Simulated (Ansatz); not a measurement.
Geometry optimisation, Ansatz, RKS PBE0-D4/6-31G*.

input.yaml

```yaml
crystal:
  periodic: [false, false, false]
  atoms:
    - { symbol: Al, position_ang: [0.097771, 0.466619, -0.068964] }
    - { symbol: F, position_ang: [-0.279662, 0.219801, 1.551691] }
    - { symbol: H, position_ang: [1.567858, 0.944616, -0.40278] }
    - { symbol: H, position_ang: [-1.112164, 0.362948, -1.08461] }
    - { symbol: O, position_ang: [0.337899, -2.390585, 0.679999] }
    - { symbol: Si, position_ang: [-0.744095, -3.518112, 0.082717] }
    - { symbol: H, position_ang: [0.000645, -4.775118, -0.179588] }
    - { symbol: H, position_ang: [-1.842434, -3.770264, 1.053874] }
    - { symbol: H, position_ang: [-1.332605, -3.033909, -1.193237] }
    - { symbol: H, position_ang: [0.043788, -1.873997, 1.465998] }
basis:
  gaussian: { orbitals: "6-31G*" }
hamiltonian:
  xc: pbe0
  dispersion: d4
relax:
  f_tol: 0.03
  max_steps: 50
```

Run as:

```bash
$ ansatz run input.yaml --threads 1 --pin off --max-ram 2048MiB --backend cpu --events-out ev --progress --plain --runs-dir out
```

Q: Where does it end, and by what steps?

A: The forces met the threshold. After 19 steps the energy has fallen by 0.674 eV; H4 moved furthest, 0.88 Å. Joined: Al1–O5 (2.96 → 2.00 Å).

```csv
step,energy less start (eV),largest force component (eV/Å),accepted
0,0.0000,0.924,yes
1,-0.2078,0.850,yes
2,-0.4471,0.914,yes
3,-0.5763,0.775,yes
4,-0.6114,0.222,yes
5,-0.6188,0.095,yes
6,-0.6301,0.189,yes
7,-0.6365,0.291,yes
8,-0.6405,0.384,yes
9,-0.6455,0.360,yes
10,-0.6572,0.100,yes
11,-0.6605,0.114,yes
12,-0.6612,0.265,yes
13,-0.6641,0.081,yes
14,-0.6648,0.108,yes
15,-0.6675,0.047,yes
16,-0.6675,0.179,yes
17,-0.6694,0.114,yes
18,-0.6733,0.037,yes
19,-0.6736,0.022,yes
```

```xyz
10
Properties=species:S:1:pos:R:3
Al -0.064 -0.042 0.109
F 0.036 0.305 1.758
H 1.178 0.419 -0.776
H -1.540 -0.143 -0.509
O 0.245 -1.966 0.552
Si -0.699 -3.259 -0.062
H -0.039 -4.518 0.365
H -2.078 -3.184 0.477
H -0.655 -3.077 -1.527
H 0.354 -1.904 1.517
```

Whether the end is a true minimum wasn't checked by a vibrational analysis.

Run time: 68 s on 1 thread of Arm Neoverse V2, on a shared host, peak memory 0.16 GiB.
